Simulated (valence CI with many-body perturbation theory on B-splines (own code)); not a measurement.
**Energy levels of N2+**

Calculated by valence CI with perturbative core correlation (CI+MBPT): three valence electrons over a frozen Dirac-Fock core [He], a basis of 11 s, 11 p, 9 d, 7 f, 5 g, 2 h, 1 i functions for each j, with the one-electron correlation potential Σ1, the two-electron term Σ2, the three-electron term Σ3, Breit, model QED; selected CI, second order for the rest, scaled by the run's own slope (own B-spline code, finite nucleus).

Against 59 measured levels this calculation errs by 57 cm⁻¹ on average and by 133 at most. These come from a selection out of Moore, Selected Tables of Atomic Spectra, NSRDS-NBS 3, section 5. Levels without a partner in it may be off by more.

Levels 46 to 65 of 65, with energies above the lowest level, 2s²2p ²P°_1/2. "Leading %" is the weight of the configuration and term that name the level; weights of strongly mixed levels are sums over their largest components and can fall short. In the jj column 3d3/2^4 stands for four electrons in 3d with j = 3/2.

| No. | Configuration | Term | J | E (cm⁻¹) | Leading % | g | Second component | Leading jj |
| --- | --- | --- | --- | --- | --- | --- | --- | --- |
| 46 | 2s2p3d | ⁴F° | 3/2 | 330185 | 98 | 0.399 |  | 2s 2p1/2 3d3/2 (74 %) |
| 47 | 2s2p3d | ⁴F° | 5/2 | 330220 | 97 | 1.029 |  | 2s 2p3/2 3d3/2 (36 %) |
| 48 | 2s2p3d | ⁴F° | 7/2 | 330272 | 97 | 1.239 |  | 2s 2p3/2 3d3/2 (38 %) |
| 49 | 2s2p3d | ⁴F° | 9/2 | 330343 | 98 | 1.334 |  | 2s 2p3/2 3d5/2 (98 %) |
| 50 | 2s2p3d | ⁴D° | 1/2 | 332725 | 97 | -0.002 |  | 2s 2p1/2 3d3/2 (49 %) |
| 51 | 2s2p3d | ⁴D° | 3/2 | 332739 | 97 | 1.200 |  | 2s 2p3/2 3d3/2 (44 %) |
| 52 | 2s2p3d | ⁴D° | 5/2 | 332760 | 97 | 1.372 |  | 2s 2p3/2 3d3/2 (41 %) |
| 53 | 2s2p3d | ⁴D° | 7/2 | 332789 | 97 | 1.429 |  | 2s 2p3/2 3d5/2 (69 %) |
| 54 | 2s²5s | ²S | 1/2 | 333654 | 89 | 2.002 | 6 % 2p²5s ²S | 2s^2 5s (89 %) |
| 55 | 2s2p3d | ²D° | 3/2 | 334498 | 96 | 0.800 |  | 2s 2p3/2 3d5/2 (47 %) |
| 56 | 2s2p3d | ²D° | 5/2 | 334526 | 95 | 1.201 |  | 2s 2p3/2 3d5/2 (37 %) |
| 57 | 2s2p3d | ⁴P° | 5/2 | 336146 | 97 | 1.601 |  | 2s 2p1/2 3d5/2 (44 %) |
| 58 | 2s2p3d | ⁴P° | 3/2 | 336201 | 97 | 1.735 |  | 2s 2p3/2 3d3/2 (45 %) |
| 59 | 2s2p3d | ⁴P° | 1/2 | 336236 | 97 | 2.670 |  | 2s 2p3/2 3d3/2 (82 %) |
| 60 | 2s²5p | ²P° | 1/2 | 338089 | 90 | 0.666 | 6 % 2p²5p ²P° | 2s^2 5p1/2 (90 %) |
| 61 | 2s²5p | ²P° | 3/2 | 338097 | 90 | 1.334 | 6 % 2p²5p ²P° | 2s^2 5p3/2 (90 %) |
| 62 | 2s2p3d | ²F° | 5/2 | 339726 | 96 | 0.857 |  | 2s 2p1/2 3d5/2 (51 %) |
| 63 | 2s2p3d | ²F° | 7/2 | 339837 | 96 | 1.143 |  | 2s 2p3/2 3d3/2 (52 %) |
| 64 | 2s²5d | ²D | 3/2 | 341887 | 92 | 0.800 | 6 % 2p²5d ²D | 2s^2 5d3/2 (92 %) |
| 65 | 2s²5d | ²D | 5/2 | 341888 | 92 | 1.200 | 6 % 2p²5d ²D | 2s^2 5d5/2 (92 %) |
